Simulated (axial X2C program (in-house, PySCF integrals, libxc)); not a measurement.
Spin–orbit effects along a row: molecules with C, HF

All values come from calculations with an axial X2C code built on PySCF integrals, spin-free (one-electron X2C) or two-component (2c: spin–orbit coupling with atomic mean-field Coulomb and Gaunt terms, which also bring small scalar terms), in Dyall basis sets with cores contracted in-house; open shells are unrestricted.

Basis sets: Be dyall-cv3z, C dyall-v3z, F dyall-av3z, Li dyall-cv3z, N dyall-av3z, O dyall-av3z.

| molecule | spin-free state | Re (Å) | ωe (cm⁻¹) | De (eV) | 2c state | Re 2c (Å) | ωe 2c (cm⁻¹) | De 2c (eV) |
| --- | --- | --- | --- | --- | --- | --- | --- | --- |
| LiC | M_S = 3/2, Λ = 0 | 1.881 | 715.4 | 1.95 | Ω = 3/2 | 1.881 | 715.3 | 1.95 |
| BeC | M_S = 1, Λ = 0 | 1.656 | 969.6 | 2.30 | Ω = 1 | 1.656 | 969.6 | 2.30 |
| CN | M_S = 1/2, Λ = 0 | 1.149 | 2016.8 | 3.91 | Ω = 1/2 | 1.149 | 2017.2 | 3.91 |
| CO | M_S = 0, Λ = 0 | 1.103 | 2422.8 | 7.56 | Ω = 0 | 1.103 | 2422.7 | 7.56 |
| CF | M_S = 1/2, Λ = 1 | 1.254 | 1408.9 | 3.40 | Ω = 1/2 | 1.253 | 1409.1 | 3.40 |

Each entry is the lowest single determinant of a limited PBE0 search at one distance. De goes to single-determinant-based atoms at the same level (for ions the charge split of lowest energy) and is withheld (n/a) where an atom does not fit its ground term or J level. Main or longest-lived isotopes. One determinant is a doubtful description, or other states lie close, for LiC, BeC, CN; these need not be ground states, and all values refer to the states named. Some open-shell Ω = 0 determinants are out of reach, so the Ω given for BeC need not be the lowest component. With several unpaired electrons the Ω given is that of one determinant, not necessarily of the lowest component. Some light 2c atoms are not at their ground J level, so De misses part of their lowering (0.04 eV or less).
